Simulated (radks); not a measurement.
The numbers below are computed, except where a source is named.
Task: The mean radii <r> (bohr) of the occupied orbitals of an atom or ion are listed with their occupations. Code: a radial shooting solver on a logarithmic mesh with Libxc functionals. Model: scalar-relativistic Kohn-Sham, BLYP, spin-polarised, spherical densities, finite nucleus; Fermi nuclear charge, rms radius of each element as measured or else 0.836 A^(1/3) + 0.57 fm.

| orbital | occ. | <r> |
|---|---|---|
| 1s up | 1 | 0.01744 |
| 1s down | 1 | 0.01744 |
| 2s up | 1 | 0.07347 |
| 2s down | 1 | 0.07347 |
| 2p up | 3 | 0.06606 |
| 2p down | 3 | 0.06606 |
| 3s up | 1 | 0.1869 |
| 3s down | 1 | 0.1869 |
| 3p up | 3 | 0.1867 |
| 3p down | 3 | 0.1866 |
| 3d up | 5 | 0.1680 |
| 3d down | 5 | 0.1679 |
| 4s up | 1 | 0.3688 |

Name the element and its charge. Open shells, if any, are filled with parallel spins first.

Result: Z = 77, iridium, charge +48: Ir48+ in [Ar] 3d10 4s1. The 1s radius gives Z: for a bare nucleus <r> = (2 gamma + 1)/(2Z) with gamma = sqrt(1 - (Z/c)^2), 0.01724 bohr for Z = 77, and screening makes it slightly larger (0.01744 here). The occupations add up to 29, and the charge is Z minus that.
